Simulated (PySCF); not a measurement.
## Magnetic susceptibility: (HAlNH)3 ring

Geometry (Å), atoms numbered from 1 in this order:
```xyz
12

Al   -0.3454   -1.6131   -0.7999
H    -0.6311   -2.9548   -1.4662
N     1.3489   -1.0542   -0.4987
Al    1.7328    0.5284    0.2890
H     3.1731    0.9682    0.5305
N     0.3359    1.5683    0.7789
Al   -1.3868    1.0850    0.5113
H    -2.5398    1.9904    0.9317
N    -1.6852   -0.5152   -0.2782
H     2.1180   -1.6584   -0.7855
H     0.5276    2.4653    1.2237
H    -2.6480   -0.8099   -0.4367
```

Method: GIAO PBE/def2-SVP magnetisability, rotational g tensor and spin-rotation constants, non-relativistic, gas phase in PySCF 2.14.0. Geometry: GFN2-xTB.

(1) How diamagnetic is it, and how anisotropic?

(2) Split it along the inertial axes a, b, c into diamagnetic and paramagnetic parts about the centre of mass, with the quadrupole moment.

(3) And the rotational g tensor?

Answers

(1) Isotropic -1202 × 10⁻³⁰ J/T², or -72.4 × 10⁻⁶ cm³/mol; principal values -1296, -1155, -1155 × 10⁻³⁰ J/T², anisotropy 141 × 10⁻³⁰ J/T² (root of half the summed squared differences of the principal values). The susceptibility is in cgs units.

(2) 
| axis | χ (10⁻⁶ cm³/mol) | diamagnetic (10⁻⁶ cm³/mol) | paramagnetic (10⁻⁶ cm³/mol) | summed x² of all electrons (Å²) | quadrupole Θ (D Å) |
| --- | --- | --- | --- | --- | --- |
| a | -69.5 | -639.4 | 569.9 | 139.7 | -2.41 |
| b | -69.5 | -639.4 | 569.9 | 139.7 | -2.41 |
| c | -78.0 | -1185.3 | 1107.3 | 11.0 | +4.82 |

Anisotropies 2χaa − χbb − χcc = +8.5 and 2χbb − χaa − χcc = +8.5 × 10⁻⁶ cm³/mol. Θ is traceless in Buckingham's convention.

(3) 
| axis | rotational constant (GHz) | g | nuclear part | electronic part |
| --- | --- | --- | --- | --- |
| a | 2.1808 | -0.0289 | 0.5550 | -0.5839 |
| b | 2.1789 | -0.0289 | 0.5545 | -0.5833 |
| c | 1.0899 | -0.0123 | 0.5547 | -0.5670 |

Oblate top; isotopes 27Al, 1H, 14N; no vibrational averaging.
